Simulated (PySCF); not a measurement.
AlBiF2H4.
Cartesian coordinates in Å at the PBE0-D3(BJ)/def2-SVP level; atoms count from 1:
```xyz
8
AlBiF2H4 angstrom
F     -1.8056    1.6497   -0.3715
Al    -1.7745    0.0060   -0.0864
F     -1.7804   -0.9757   -1.4349
Bi     1.1952   -0.0354    0.1105
H     -2.1957   -0.5696    1.3139
H      2.1096   -0.6413    1.5071
H      2.1333    1.4635   -0.0179
H      2.1718   -0.9189   -1.0764
```

Method used: PBE0-D3(BJ)/def2-SVP geometry optimisation, gas phase, def2 core potentials past Kr in PySCF 2.14.0.

Q: Which atoms are bound to Al2, and at what distances?

A: 4 atoms: H5 1.571 Å, F3 1.668 Å, F1 1.669 Å, Bi4 2.976 Å. The nearest atom not counted as bound is H7, at 4.17 Å (others tie with it).

Q: List the angles at Al2.

A: 
```csv
angle,degrees,distance of the outer atoms (Å)
F1–Al2–H5,120.5,2.81
F3–Al2–H5,120.3,2.81
F1–Al2–F3,116.2,2.83
Bi4–Al2–H5,101.7,3.64
F3–Al2–Bi4,92.8,3.48
F1–Al2–Bi4,92.5,3.48
```

Q: Describe the arrangement about Al2 in numbers.

A: Angles from 92.5° to 120.5°; τ4 = (360° − α − β)/141° = 0.85 with α and β the two widest (0 for a square, 1 for a tetrahedron).

Q: Which atoms are bound to Bi4, and at what distances?

A: 4 atoms: H7 1.773 Å, H8 1.773 Å, H6 1.776 Å, Al2 2.976 Å. The nearest atom not counted as bound is F1, at 3.48 Å (others tie with it).

Q: List the angles at Bi4.

A: 
```json
{"angle": "Al2–Bi4–H6", "degrees": "124.8", "distance of the outer atoms (Å)": "4.25"}
{"angle": "Al2–Bi4–H8", "degrees": "120.8", "distance of the outer atoms (Å)": "4.17"}
{"angle": "Al2–Bi4–H7", "degrees": "120.8", "distance of the outer atoms (Å)": "4.17"}
{"angle": "H7–Bi4–H8", "degrees": "94.7", "distance of the outer atoms (Å)": "2.61"}
{"angle": "H6–Bi4–H7", "degrees": "94.2", "distance of the outer atoms (Å)": "2.60"}
{"angle": "H6–Bi4–H8", "degrees": "94.2", "distance of the outer atoms (Å)": "2.60"}
```

Q: Describe the arrangement about Bi4 in numbers.

A: Angles from 94.2° to 124.8°; τ4 = (360° − α − β)/141° = 0.81 with α and β the two widest (0 for a square, 1 for a tetrahedron).

Q: What are the rotational constants (commonest isotopes, rigid rotor)?

A: A = 5116, B = 1013, C = 903.1 MHz: a near-prolate asymmetric top.

Charge 0, singlet. PBE0-D3(BJ)/def2-SVP frequencies: not computed here.
